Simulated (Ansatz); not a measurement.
Reaction (formal hydrolysis of the Al–Cl bond): `[CH3][Al]([Cl])[Br]` + H₂O → `[CH3][Al]([OH])[Br]` + HCl

Program: Ansatz. Geometries: PBE0-D4/def2-TZVP. ΔE: electronic, gas phase. CCSD(T)/CBS is the MP2 limit (def2-TZVPP, def2-QZVPP) plus CCSD(T) − MP2 in def2-TZVPP, frozen cores. This one scheme is used for every species. DFT in def2-TZVPP. For Br outer-core shells are correlated without core-valence functions, which leaves a few kJ/mol of doubt a bond. Scalar relativity is left out up to krypton. One conformer a species, not always the lowest.

Q: Is it downhill or uphill in electronic energy at CCSD(T)/CBS, and by how much? (An estimate is asked.)

A: The calculation gave: Uphill: ΔE = +25.6 kJ/mol.

Q: What do these levels give: PBE-QIDH, r2SCAN0, MP2/def2-TZVPP, CCSD/def2-TZVPP, HF/def2-QZVPP, MP2/CBS(def2)? (Estimate.)

A: The calculation gave: PBE-QIDH 25.9, r2SCAN0 24.6, MP2/def2-TZVPP 21.9, CCSD/def2-TZVPP 19.2, HF/def2-QZVPP 23.8, MP2/CBS(def2) 28.0 kJ/mol.

Largest T1 diagnostic among the species: 0.009.

Leaving LDA and LC-ωPBE aside and taking each functional with its dispersion term where it has one, the values, not all of them listed here, spread over 11.3 kJ/mol, from CAM-B3LYP-D4 to HSE06-D4. LDA lies −4.7 kJ/mol from PBE without D4. From BLYP to BHLYP (50 % exact exchange), in def2-TZVPP and without D4, ΔE moves by +5.3 kJ/mol.
